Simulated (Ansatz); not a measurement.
`CB[S][GeH3]` → `BS[CH2][GeH3]`  (isomerisation)

Program: Ansatz. Geometries: PBE0-D4/def2-TZVP. ΔE: electronic, gas phase. CCSD(T)/CBS is the MP2 limit (def2-TZVPP, def2-QZVPP) plus CCSD(T) − MP2 in def2-TZVPP, frozen cores. DFT in def2-TZVPP. For Ge outer-core shells are correlated without core-valence functions, which leaves a few kJ/mol of doubt a bond. Scalar relativity is left out up to krypton. One conformer a species, not always the lowest.

| level | ΔE (kJ/mol) |
| --- | --- |
| B2PLYP | 112.2 |
| HF/CBS(def2) | 121.1 |

Task: What does CCSD(T)/CBS give? (Estimate.)

Result: Ansatz gave: +107.3 kJ/mol. The listed levels differ from it by 4.9, 13.8 kJ/mol.

Largest T1 diagnostic among the species: 0.013.

In def2-TZVPP, CCSD(T) changes the Hartree–Fock value by −13.1 kJ/mol (the triples alone add −2.0 kJ/mol) and MP2 by −11.7 kJ/mol. From PBE to PBE0 (25 % exact exchange), in def2-TZVPP and without D4, ΔE moves by +3.6 kJ/mol.
